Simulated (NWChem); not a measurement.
All runs are NWChem calculations. System: C2H2F, charge 1, spin multiplicity 3, at the geometry of a parent with another charge or spin, in a state set for the comparison that need not be this species' ground state. Its SCF solution wasn't tested for a lower state. Level: UHF/def2-TZVPD.

The NWChem input:

```
start mol
memory heap 200 mb stack 900 mb global 1100 mb
charge 1
geometry units angstroms nocenter noautoz
  C     -0.883982    -0.911918     0.000000
  C      0.293996    -0.332614     0.000000
  F      0.471383     1.004750     0.000000
  H     -1.949547    -0.700952     0.000000
  H      1.247014    -0.874606     0.000000
  symmetry group Cs
end
basis spherical
  * library def2-tzvpd
end
scf
  uhf
  nopen 2
  maxiter 100
  thresh 1e-7
  semidirect memsize 60000000 filesize 0
  # guess.movecs holds the orbitals of an unrestricted PBE0 run
  vectors input guess.movecs output mol.movecs
end
task scf energy
```

Part of the output:

```
             Northwest Computational Chemistry Package (NWChem) 7.3.0
             --------------------------------------------------------

                                NWChem Input Module
                                -------------------

 Scaling coordinates for geometry "geometry" by  1.889725989
 (inverse scale =  0.529177249)

 Turning off AUTOSYM since
 SYMMETRY directive was detected!

                             Geometry "geometry" -> ""
                             -------------------------

 Output coordinates in angstroms (scale by  1.889725989 to convert to a.u.)

  No.       Tag          Charge          X              Y              Z
 ---- ---------------- ---------- -------------- -------------- --------------
    1 C                    6.0000    -0.88398200    -0.91191800     0.00000000
    2 C                    6.0000     0.29399600    -0.33261400     0.00000000
    3 F                    9.0000     0.47138300     1.00475000     0.00000000
    4 H                    1.0000    -1.94954700    -0.70095200     0.00000000
    5 H                    1.0000     1.24701400    -0.87460600     0.00000000

 Effective nuclear repulsion energy (a.u.)      60.6878445719

            Nuclear Dipole moment (a.u.)
            ----------------------------
        X                 Y               Z
 ---------------- ---------------- ----------------
    -0.0000037795     0.0000000000     0.0000000000

      Symmetry information
      --------------------

 Group name             Cs
 Group number              2
 Group order               2
 No. of unique centers     5

      Symmetry unique atoms

     1    2    3    4    5


 Summary of "ao basis" -> "" (spherical)
 ------------------------------------------------------------------------------
       Tag                 Description            Shells   Functions and Types
 ---------------- ------------------------------  ------  ---------------------
 *                         def2-tzvpd                 on all atoms

 Summary of "ao basis" -> "ao basis" (spherical)
 ------------------------------------------------------------------------------
       Tag                 Description            Shells   Functions and Types
 ---------------- ------------------------------  ------  ---------------------
 C                         def2-tzvpd               13       37   6s3p3d1f
 F                         def2-tzvpd               14       40   6s4p3d1f
 H                         def2-tzvpd                5        9   3s2p

                                 NWChem SCF Module
                                 -----------------

  ao basis        = "ao basis"
  functions       =   132
  atoms           =     5
  alpha electrons =    12
  beta  electrons =    10
  charge          =   1.00
  wavefunction    = UHF
  use symmetry    = T
  symmetry adapt  = T

 Summary of "ao basis" -> "ao basis" (spherical)
 ------------------------------------------------------------------------------
       Tag                 Description            Shells   Functions and Types
 ---------------- ------------------------------  ------  ---------------------
 C                         def2-tzvpd               13       37   6s3p3d1f
 F                         def2-tzvpd               14       40   6s4p3d1f
 H                         def2-tzvpd                5        9   3s2p

      Symmetry analysis of basis
      --------------------------

        a'         91
        a"         41

 Forming initial guess at       0.1s
[...]
              MO Center=  4.5D-01,  8.7D-01,  1.5D-14, r^2= 6.0D-01
   Bfn.  Coefficient  Atom+Function         Bfn.  Coefficient  Atom+Function
  ----- ------------  ---------------      ----- ------------  ---------------
    83      0.464212  3 F  pz                86      0.410129  3 F  pz
    89      0.230007  3 F  pz

 Vector   10  Occ=1.000000D+00  E=-8.770304D-01  Symmetry=a'
              MO Center=  3.5D-01,  1.0D-01,  2.6D-15, r^2= 1.8D+00
   Bfn.  Coefficient  Atom+Function         Bfn.  Coefficient  Atom+Function
  ----- ------------  ---------------      ----- ------------  ---------------
    81      0.349833  3 F  px                84      0.304055  3 F  px
    44     -0.236860  2 C  px                47     -0.183426  2 C  px
    87      0.183409  3 F  px               125     -0.174302  5 H  s
     7      0.165484  1 C  px

 Vector   11  Occ=0.000000D+00  E=-2.976982D-01  Symmetry=a"
              MO Center= -2.1D-01, -5.4D-01,  1.0D-13, r^2= 1.8D+00
   Bfn.  Coefficient  Atom+Function         Bfn.  Coefficient  Atom+Function
  ----- ------------  ---------------      ----- ------------  ---------------
    49      0.280703  2 C  pz                46      0.272534  2 C  pz
    52      0.231095  2 C  pz                 9      0.225838  1 C  pz
    12      0.216690  1 C  pz                83     -0.151932  3 F  pz

 Vector   12  Occ=0.000000D+00  E=-2.028070D-01  Symmetry=a'
              MO Center= -6.7D-01, -1.1D+00,  2.4D-12, r^2= 2.3D+00
   Bfn.  Coefficient  Atom+Function         Bfn.  Coefficient  Atom+Function
  ----- ------------  ---------------      ----- ------------  ---------------
    13      0.670980  1 C  px                42     -0.654111  2 C  s
   117      0.643672  4 H  s                 50      0.456524  2 C  px
     6      0.437609  1 C  s                 43     -0.348972  2 C  s
     4      0.294226  1 C  s                  5      0.288503  1 C  s
     8     -0.278302  1 C  py               126     -0.248760  5 H  s

 Vector   13  Occ=0.000000D+00  E=-9.648060D-02  Symmetry=a'
              MO Center=  2.3D-01, -6.6D-01,  6.5D-14, r^2= 9.6D+00
   Bfn.  Coefficient  Atom+Function         Bfn.  Coefficient  Atom+Function
  ----- ------------  ---------------      ----- ------------  ---------------
     5      2.785635  1 C  s                 43      2.370032  2 C  s
    42     -1.941106  2 C  s                 80     -1.704157  3 F  s
   126     -1.618574  5 H  s                  6      1.391172  1 C  s
   117     -1.261102  4 H  s                 50      1.238847  2 C  px
    51      1.040077  2 C  py                13      0.989526  1 C  px

 center of mass
 --------------
 x =   0.04901932 y =   0.10773834 z =   0.00000000

 moments of inertia (a.u.)
 ------------------
         112.866399900496         -63.241852047248           0.000000000000
         -63.241852047248          71.432615299907           0.000000000000
           0.000000000000           0.000000000000         184.299015200403

  Mulliken analysis of the total density
  --------------------------------------

    Atom       Charge   Shell Charges
 -----------   ------   -------------------------------------------------------
    1 C    6     5.85   0.86  1.12  0.55  0.64  0.18 -0.00  1.14  1.16  0.15  0.02  0.03 -0.00  0.01
    2 C    6     5.69   0.86  1.12  0.54  0.64  0.19 -0.01  1.11  1.11 -0.06  0.04  0.14 -0.01  0.02
    3 F    9     9.14   0.77  1.20  0.61  1.02  0.33  0.02  2.21  2.22  0.73  0.01  0.00  0.02 -0.00  0.00
    4 H    1     0.66   0.24  0.40  0.01  0.03 -0.02
    5 H    1     0.67   0.25  0.42 -0.00  0.02 -0.02

  Mulliken analysis of the alpha density
  --------------------------------------

    Atom       Charge   Shell Charges
 -----------   ------   -------------------------------------------------------
    1 C    6     3.71   0.43  0.56  0.31  0.38  0.04 -0.00  0.87  0.93  0.16  0.01  0.02 -0.00  0.00
    2 C    6     3.02   0.43  0.56  0.27  0.33  0.10 -0.00  0.60  0.62  0.00  0.02  0.09 -0.01  0.01
    3 F    9     4.62   0.39  0.60  0.31  0.51  0.16  0.01  1.14  1.14  0.35  0.00  0.00  0.01 -0.00  0.00
    4 H    1     0.31   0.11  0.18  0.01  0.02 -0.01
    5 H    1     0.34   0.13  0.21  0.00  0.01 -0.01

   Mulliken analysis of the beta density
   -------------------------------------

    Atom       Charge   Shell Charges
 -----------   ------   -------------------------------------------------------
    1 C    6     2.14   0.43  0.56  0.24  0.26  0.13  0.00  0.28  0.23 -0.01  0.01  0.01  0.00  0.00
    2 C    6     2.67   0.43  0.56  0.27  0.31  0.09 -0.01  0.51  0.49 -0.06  0.02  0.05  0.00  0.01
    3 F    9     4.52   0.39  0.60  0.30  0.51  0.16  0.01  1.06  1.09  0.38  0.01  0.00  0.01  0.00  0.00
    4 H    1     0.35   0.13  0.22  0.00  0.01 -0.01
    5 H    1     0.33   0.13  0.21 -0.01  0.01 -0.01

   Mulliken analysis of the spin density
   -------------------------------------

    Atom       Charge   Shell Charges
 -----------   ------   -------------------------------------------------------
    1 C    6     1.57   0.00 -0.00  0.07  0.13 -0.09 -0.01  0.59  0.71  0.17 -0.00  0.01 -0.01 -0.00
    2 C    6     0.36   0.00 -0.00  0.00  0.01  0.02  0.00  0.10  0.13  0.06  0.01  0.04 -0.01  0.00
    3 F    9     0.10   0.00 -0.00  0.01  0.00 -0.00 -0.00  0.08  0.05 -0.02 -0.00  0.00 -0.00 -0.00  0.00
    4 H    1    -0.04  -0.02 -0.04  0.01  0.01 -0.00
    5 H    1     0.01   0.00 -0.00  0.01  0.00 -0.00

       Multipole analysis of the density wrt the origin
       ------------------------------------------------

     L   x y z        total         alpha         beta         nuclear
     -   - - -        -----         -----         ----         -------
     0   0 0 0      1.000000    -12.000000    -10.000000     23.000000

     1   1 0 0     -0.562857      0.773496     -1.336349     -0.000004
     1   0 1 0     -1.376349      0.916186     -2.292535      0.000000
     1   0 0 1     -0.000000      0.000000     -0.000000      0.000000

     2   2 0 0     -5.468046    -27.374729    -22.955676     44.862359
     2   1 1 0      0.661871    -17.673755    -13.048612     31.384238
     2   1 0 1     -0.000000     -0.000000     -0.000000      0.000000
     2   0 2 0     -9.690413    -37.965007    -28.845764     57.120357
     2   0 1 1      0.000000     -0.000000      0.000000      0.000000
     2   0 0 2    -10.587095     -6.563881     -4.023214      0.000000

 Task  times  cpu:        7.3s     wall:        7.3s

 Total times  cpu:        7.3s     wall:        7.3s
```
